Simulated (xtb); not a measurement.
H5O4Si, SMILES O[Si](O)(O)[OH2+], charge +1. All values are semi-empirical tight-binding results from xtb (GFN2-xTB unless named), good for trends rather than for accurate numbers. Geometry optimised at GFN2-xTB. One conformer was computed; it need not be the lowest.

The orbital gap is 9.10 eV. The zero-point energy is 40.3 kcal/mol. The G − E(el) at 298.15 K (modified RRHO) comes out as 20.3 kcal/mol and the static polarisability (D4 model) comes out as 57.2 bohr³. The solvation energy, GFN2-xTB/ALPB(water) comes out as -74.5 kcal/mol and the solvation energy, GFN2-xTB/ALPB(acetone) is -63.5 kcal/mol.
